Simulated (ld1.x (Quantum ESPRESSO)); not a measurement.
**An all-electron radial function and its pseudo partner (Zn (Z = 30))**

Columns: radius, all-electron u(r) and pseudo u(r) of the 3p shell (level -83.40 eV) of zinc in the configuration [Ne] 3s2 3p6 3d10 4s2 4p0; PBE, scalar-relativistic, TM scheme, ld1.x (Quantum ESPRESSO) 7.5.

| r (bohr) | all-electron | pseudo |
| --- | --- | --- |
| 0.050 | 0.3583 | -0.0213 |
| 0.100 | 0.6523 | -0.0841 |
| 0.150 | 0.6170 | -0.1850 |
| 0.200 | 0.3542 | -0.3187 |
| 0.250 | -0.0037 | -0.4773 |
| 0.300 | -0.3643 | -0.6504 |
| 0.350 | -0.6777 | -0.8247 |
| 0.400 | -0.9233 | -0.9855 |
| 0.450 | -1.0981 | -1.1183 |
| 0.500 | -1.2082 | -1.2126 |
| 0.550 | -1.2639 | -1.2644 |
| 0.600 | -1.2766 | -1.2766 |
| 0.650 | -1.2569 | -1.2569 |
| 0.700 | -1.2141 | -1.2141 |
| 0.750 | -1.1556 | -1.1556 |
| 0.800 | -1.0873 | -1.0873 |
| 0.850 | -1.0137 | -1.0137 |
| 0.900 | -0.9381 | -0.9381 |
| 0.950 | -0.8629 | -0.8629 |
| 1.000 | -0.7897 | -0.7897 |
| 1.050 | -0.7198 | -0.7198 |
| 1.100 | -0.6538 | -0.6538 |
| 1.150 | -0.5920 | -0.5920 |
| 1.200 | -0.5348 | -0.5348 |
| 1.250 | -0.4820 | -0.4820 |
| 1.300 | -0.4336 | -0.4336 |

(1) How many radial nodes do the two functions have?

(2) At about which radius was the pseudo-wave matched?

(3) Is the pseudo-wave norm-conserving?

Answers

(1) The all-electron 3p function has n − l − 1 = 1; the pseudo-wave has 0, since the states of the same l below it are removed with the core.

(2) 0.65 bohr. The columns agree to 0.0005 from 0.55 bohr on; several derivatives are matched, so the curves merge somewhat inside the radius.

(3) Yes: the TM scheme keeps the norm inside the radius equal to the all-electron one, which fixes the energy derivative of the logarithmic derivative at the level.
